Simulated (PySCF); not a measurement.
# SrBi⁺: one state, many levels of theory

State: ³Σ⁻ (triplet), unpaired electrons π ↑↑. Set-up: PySCF, scalar-relativistic core potentials, basis sets Sr def2-SVP with ECP28, Bi def2-SVP with ECP60. De refers to Sr⁺ + Bi in their high-spin ground configurations, without counterpoise correction. The functionals are run spin-unrestricted. A positive dipole points towards Bi; it is taken about the centre of mass and depends on that origin.

| Level | Re (Å) | ωe (cm⁻¹) | De (eV) | μ (D) | CPU s a point (SCF and correlation, without the integrals) |
| --- | --- | --- | --- | --- | --- |
| ROHF | 3.289 | 130 | n/a | -14.95 | 0.074 |
| ROHF-MP2 | 3.267 | 129 | n/a | n/a | 0.17 |
| ROHF-SCS-MP2 | 3.285 | 125 | n/a | n/a | n/a |
| ROHF-CCSD | 3.321 | 113 | n/a | n/a | n/a |
| ROHF-CCSD(T) | 3.332 | 111 | n/a | n/a | 8.8 |
| PBE | 3.223 | 130 | n/a | -11.47 | 0.59 |
| r²SCAN | 3.218 | 132 | n/a | -12.60 | 0.86 |
| M06-L | 3.213 | 139 | n/a | -12.99 | 0.81 |
| B3LYP | 3.240 | 128 | n/a | -11.97 | 0.68 |
| PBE0 | 3.211 | 132 | n/a | -12.40 | 1.1 |
| B97-3 | 3.240 | 125 | n/a | -12.16 | 0.48 |

(1) What does a quarter of exact exchange do here, going from PBE to PBE0?

(2) What does second-order correlation do here, going from ROHF to ROHF-MP2?

(3) What does the triples do here, going from ROHF-CCSD to ROHF-CCSD(T)?

Correlated steps freeze 4 core orbitals. Spin–orbit coupling is left out, which matters for elements this heavy, above all for dissociation energies. UHF is strongly spin-contaminated for SrBi⁺, so the ROHF reference used there is far from stable. The state is the lowest determinant that a PBE0 search found; another state may lie lower at other levels.

The whole job (state search and all levels along the bond) took about 2.8 min on 1 thread of Arm Neoverse V2 (shared host), peak memory 0.54 GiB.

## Answers

(1) PBE0 less PBE: -1.2 pm in Re, +1.5 % in ωe. Exact exchange removes part of the self-interaction that spreads semilocal densities, and in most molecules shortens and stiffens the bond and lowers De; so it does here.

(2) ROHF-MP2 less ROHF: -2.2 pm in Re, -0.8 % in ωe. Correlation nearly always deepens the well. The bond shortens, as in weak, metallic or heavy-atom bonds, where dispersion and the correlation of outer-core electrons pull the atoms together.

(3) ROHF-CCSD(T) less ROHF-CCSD: +1.1 pm in Re, -1.8 % in ωe. Correlation nearly always deepens the well. The bond lengthens, as in strong covalent bonds, where excitations into antibonding orbitals dominate.
